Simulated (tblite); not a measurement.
Species: C7H11O2 (charge -1).
Bonds: C1–C2 (double), C2–C3, C3–C4, C4–C5, C2–C6, C6–C7, C7–O8 (double), C7–O9. Hydrogens: H10, H11 on C1; H12, H13 on C3; H14, H15 on C4; H16, H17, H18 on C5; H19, H20 on C6.
Bond orders are those of one Lewis drawing.

Computed with GFN2-xTB (tblite), gas phase: L-BFGS steps from a force-field or distance-geometry start until the largest atomic force falls under 0.01 eV/Å.

Step 29: E = -787.6076 eV
```
atom  x, y, z in Å  |  force x, y, z in eV/Å
C1     -0.9710   -1.7458   -1.2783   -0.007   0.028   0.002
C2     -0.7784   -0.7621   -0.4013   -0.007   0.018   0.028
C3      0.4341    0.1239   -0.4959    0.012  -0.001   0.014
C4      1.3503    0.0151    0.7242    0.017  -0.013   0.010
C5      2.6144    0.8462    0.5378   -0.003  -0.017   0.009
C6     -1.7505   -0.4206    0.6569   -0.010   0.024   0.005
C7     -2.2866    1.0968    0.4265    0.024  -0.044  -0.034
O8     -3.2802    1.1913   -0.2921   -0.032   0.001   0.041
O9     -1.6262    1.9672    0.9997   -0.035  -0.013  -0.020
H10    -0.2729   -1.9377   -2.0799   -0.014  -0.023  -0.025
H11    -1.8447   -2.3761   -1.2450    0.002  -0.006  -0.011
H12     1.0013   -0.1228   -1.3998    0.009   0.009   0.006
H13     0.0897    1.1582   -0.5683    0.010  -0.007   0.004
H14     1.6139   -1.0346    0.8911    0.032  -0.002  -0.010
H15     0.8135    0.3734    1.6028   -0.004   0.024  -0.035
H16     2.3495    1.8917    0.3906    0.014  -0.034   0.002
H17     3.1704    0.5040   -0.3357    0.008   0.024   0.023
H18     3.2628    0.7731    1.4112   -0.001   0.001  -0.015
H19    -2.6072   -1.0975    0.6380    0.010   0.008   0.004
H20    -1.2872   -0.4331    1.6450   -0.025   0.022   0.001
```

Step 30: E = -787.6081 eV
```
atom  x, y, z in Å  |  force x, y, z in eV/Å
C1     -0.9721   -1.7430   -1.2784   -0.011   0.024  -0.006
C2     -0.7776   -0.7613   -0.4002   -0.008   0.006   0.042
C3      0.4346    0.1237   -0.4940    0.011   0.007   0.007
C4      1.3510    0.0144    0.7255    0.024  -0.007   0.008
C5      2.6150    0.8457    0.5386   -0.002  -0.017   0.009
C6     -1.7490   -0.4211    0.6589   -0.016   0.019   0.005
C7     -2.2867    1.0936    0.4232    0.012  -0.017  -0.030
O8     -3.2848    1.1851   -0.2898   -0.041  -0.016   0.032
O9     -1.6239    1.9686    0.9864   -0.019  -0.012  -0.007
H10    -0.2756   -1.9343   -2.0810   -0.006  -0.025  -0.034
H11    -1.8476   -2.3704   -1.2463   -0.006  -0.018  -0.010
H12     1.0002   -0.1189   -1.3993    0.027  -0.015  -0.004
H13     0.0885    1.1566   -0.5676    0.008   0.024   0.023
H14     1.6148   -1.0353    0.8922    0.032  -0.002  -0.012
H15     0.8144    0.3720    1.6044   -0.004   0.026  -0.034
H16     2.3500    1.8913    0.3907    0.015  -0.042   0.004
H17     3.1702    0.5025   -0.3353    0.009   0.029   0.030
H18     3.2638    0.7730    1.4121   -0.004   0.002  -0.024
H19    -2.6042   -1.0997    0.6397    0.006   0.009   0.010
H20    -1.2862   -0.4318    1.6475   -0.026   0.025  -0.010
```

Step 31: E = -787.6087 eV
```
atom  x, y, z in Å  |  force x, y, z in eV/Å
C1     -0.9736   -1.7395   -1.2787   -0.014   0.013  -0.016
C2     -0.7767   -0.7603   -0.3984   -0.001  -0.012   0.036
C3      0.4355    0.1237   -0.4918    0.008   0.014  -0.004
C4      1.3522    0.0135    0.7270    0.022  -0.001   0.001
C5      2.6157    0.8447    0.5397    0.004  -0.013   0.007
C6     -1.7477   -0.4213    0.6612   -0.015   0.006   0.000
C7     -2.2869    1.0898    0.4190   -0.016   0.018  -0.015
O8     -3.2906    1.1779   -0.2865   -0.046  -0.033   0.020
O9     -1.6220    1.9699    0.9718    0.002  -0.010   0.002
H10    -0.2787   -1.9311   -2.0826   -0.004  -0.020  -0.031
H11    -1.8508   -2.3643   -1.2478   -0.009  -0.023  -0.008
H12     0.9995   -0.1148   -1.3987    0.040  -0.037  -0.009
H13     0.0874    1.1553   -0.5664    0.008   0.049   0.042
H14     1.6166   -1.0362    0.8930    0.028  -0.003  -0.011
H15     0.8153    0.3710    1.6055   -0.003   0.025  -0.026
H16     2.3509    1.8901    0.3909    0.011  -0.035   0.005
H17     3.1703    0.5013   -0.3343    0.015   0.025   0.026
H18     3.2649    0.7730    1.4127   -0.001   0.000  -0.019
H19    -2.6010   -1.1019    0.6416   -0.002   0.008   0.015
H20    -1.2856   -0.4299    1.6502   -0.025   0.029  -0.015
```

Step 32: E = -787.6095 eV
```
atom  x, y, z in Å  |  force x, y, z in eV/Å
C1     -0.9756   -1.7351   -1.2793   -0.015  -0.003  -0.024
C2     -0.7756   -0.7594   -0.3957    0.010  -0.028   0.009
C3      0.4368    0.1240   -0.4895    0.004   0.016  -0.017
C4      1.3540    0.0124    0.7286    0.012   0.002  -0.010
C5      2.6167    0.8434    0.5411    0.011  -0.005   0.003
C6     -1.7466   -0.4214    0.6636   -0.008  -0.010  -0.011
C7     -2.2877    1.0857    0.4141   -0.048   0.049   0.006
O8     -3.2983    1.1689   -0.2822   -0.044  -0.043   0.010
O9     -1.6201    1.9712    0.9552    0.017  -0.006   0.003
H10    -0.2824   -1.9283   -2.0847   -0.007  -0.007  -0.020
H11    -1.8547   -2.3574   -1.2496   -0.007  -0.023  -0.005
H12     0.9996   -0.1111   -1.3980    0.042  -0.053  -0.006
H13     0.0868    1.1548   -0.5645    0.013   0.059   0.059
H14     1.6192   -1.0372    0.8934    0.020  -0.003  -0.007
H15     0.8164    0.3703    1.6063    0.000   0.019  -0.013
H16     2.3524    1.8882    0.3913    0.002  -0.014   0.006
H17     3.1709    0.5005   -0.3327    0.025   0.014   0.012
H18     3.2662    0.7728    1.4133    0.008  -0.004  -0.003
H19    -2.5977   -1.1043    0.6437   -0.014   0.005   0.021
H20    -1.2856   -0.4275    1.6530   -0.022   0.034  -0.014
```

Task: Estimate the geometry and energy of step 33. (The exact step hangs on the optimiser's Hessian estimate; all steps are aligned on step 32, rigid shifts and turns removed.)

Result: E = -787.6104 eV, largest force 0.103 eV/Å
```
atom  x, y, z in Å  |  force x, y, z in eV/Å
C1     -0.9785   -1.7294   -1.2802   -0.012  -0.022  -0.028
C2     -0.7739   -0.7584   -0.3923    0.020  -0.037  -0.033
C3      0.4387    0.1247   -0.4870    0.000   0.013  -0.028
C4      1.3566    0.0112    0.7303   -0.003   0.005  -0.023
C5      2.6185    0.8418    0.5429    0.021   0.006  -0.003
C6     -1.7455   -0.4215    0.6664    0.001  -0.022  -0.023
C7     -2.2900    1.0813    0.4083   -0.075   0.065   0.029
O8     -3.3095    1.1568   -0.2761   -0.033  -0.039   0.008
O9     -1.6182    1.9728    0.9345    0.018  -0.001  -0.006
H10    -0.2873   -1.9255   -2.0874   -0.012   0.010  -0.005
H11    -1.8601   -2.3488   -1.2516   -0.002  -0.020  -0.001
H12     1.0006   -0.1078   -1.3972    0.035  -0.061   0.004
H13     0.0867    1.1554   -0.5615    0.023   0.052   0.072
H14     1.6233   -1.0384    0.8932    0.006  -0.001   0.000
H15     0.8179    0.3698    1.6068    0.006   0.008   0.001
H16     2.3548    1.8856    0.3920   -0.010   0.016   0.007
H17     3.1725    0.4999   -0.3303    0.038  -0.002  -0.009
H18     3.2683    0.7725    1.4141    0.021  -0.009   0.020
H19    -2.5938   -1.1071    0.6461   -0.026   0.000   0.027
H20    -1.2862   -0.4241    1.6563   -0.015   0.040  -0.008
```

The energy changes by -0.0009 eV. The first-order estimate −F·Δx gives -0.0012 eV and the mean of the old and new forces, exact on a quadratic surface, -0.0009 eV. The step makes an angle of 78° with the force vector and moves no atom by more than 0.021 Å.

The cost below is that of the whole relaxation. The run took 1.2 s on Intel Xeon, one thread, shared host with 64 logical CPUs at a one-minute load of 61.
